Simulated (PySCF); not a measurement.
Compound: CH7Ge2NSi.
SMILES: `[C]([Ge@H]([SiH3])[GeH3])#N`

A linear-response calculation (PySCF, def2-SVPD basis, gas phase, vertical, core orbitals frozen in the response) gave these numbers; the functional is withheld.

Orbital energies (eV): HOMO-3 -9.67, HOMO-2 -9.59, HOMO-1 -8.80, HOMO -8.06, LUMO -1.03, LUMO+1 -0.73, LUMO+2 -0.67.

| state | E (eV) | f | main configurations (H = HOMO, L = LUMO) |
| --- | --- | --- | --- |
| S1 | 6.33 | 0.030 | H→L+2 (75%), H→L (9%) |
| S2 | 6.44 | 0.225 | H→L (70%) |
| S3 | 6.61 | 0.135 | H→L+1 (69%), H→L+2 (11%), H-1→L+1 (10%) |
| S4 | 6.67 | 0.012 | H→L+3 (87%) |
| S5 | 6.88 | 0.186 | H-1→L (49%), H-1→L+1 (19%), H→L (8%) |
| S6 | 6.96 | 0.041 | H→L+4 (82%) |

Triplets (Tamm–Dancoff): T1 5.55 eV, H→L (68%), H→L+1 (9%); T2 5.72 eV, H→L+1 (44%), H→L (25%); T3 5.95 eV, H→L+2 (66%), H→L+3 (13%); T4 6.07 eV, H-1→L+2 (31%), H→L+1 (23%).

Vertical ionisation energy by ΔSCF with the same functional: 9.96 eV. Mean static polarisability: 113.5 au.

**Question.** Which of these was used?
A. PBE
B. HF
C. wB97X-D
D. B3LYP

**Answer.** D. B3LYP is a global hybrid with 20% exact exchange. In this run −ε(HOMO) = 8.06 eV differs from the ΔSCF value by -1.89 eV, and S1 differs from the orbital gap of 7.04 eV by -0.70 eV. The ratio −ε(HOMO)/IP is 0.81. Usual ranges for neutral molecules in this basis: 0.67 to 0.83 with B3LYP, 0.5 to 0.7 with PBE, 0.89 to 0.99 with wB97X-D; with Hartree–Fock the ratio is 1 or more (Koopmans' value less the relaxation energy is the ΔSCF value). The other options: PBE, a GGA without exact exchange; HF, time-dependent Hartree–Fock, 100% exact exchange; wB97X-D, range-separated, 22% exact exchange at short range and 100% at long range (ω = 0.2 bohr⁻¹).

Theory: TDDFT B3LYP/def2-SVPD, vertical, gas phase, core orbitals frozen in the response (PySCF). Isolated species at its PBE0-D3(BJ)/def2-SVP geometry, gas phase. Relativistic effects, spin–orbit coupling among them, are left out although an element past zinc is present.

Hardware: an Arm Neoverse N1 with one thread, shared host with 64 logical CPUs at a one-minute load of 61. Cost: 3.8 min of wall time, 1.0 GiB resident at most.
